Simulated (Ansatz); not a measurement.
Reaction (formal exchange of groups at a Ge–Si bond): `[OH][GeH]([F])[SiH2]Cl` + `BN` → `N[BH][GeH]([OH])[F]` + `[SiH3]Cl`

Gas-phase electronic energies from Ansatz, PBE0-D4/def2-TZVP geometries. CBS: MP2 limit from def2 TZ/QZ plus the TZ coupled-cluster correction, frozen cores. This one scheme is used for every species. For Ge outer-core shells are correlated without core-valence functions, which leaves a few kJ/mol of doubt a bond. Scalar relativity is left out up to krypton. Each species was taken in one conformer, which may not be the lowest.

```tsv
level	ΔE (kJ/mol)
HF/def2-TZVPP	2.0
SCS-MP2/def2-TZVPP	-2.1
```

**Question.** What does CCSD(T)/CBS give? (Best estimate.)

**Answer.** The calculation gave: -0.5 kJ/mol. The listed levels differ from it by 2.5, -1.6 kJ/mol.

Largest T1 diagnostic among the species: 0.013.

The D4 term adds +3.3 kJ/mol with B3LYP and +1.9 kJ/mol with PBE0; it sums over pairs of atoms, weighted by their polarisabilities, and B3LYP, whose exchange is more repulsive, gets the larger term. In def2-TZVPP, CCSD(T) changes the Hartree–Fock value by −3.4 kJ/mol (the triples alone add +0.2 kJ/mol) and MP2 by −3.4 kJ/mol.

B3LYP here is the variant with VWN-RPA as its local correlation; programs differ in this.
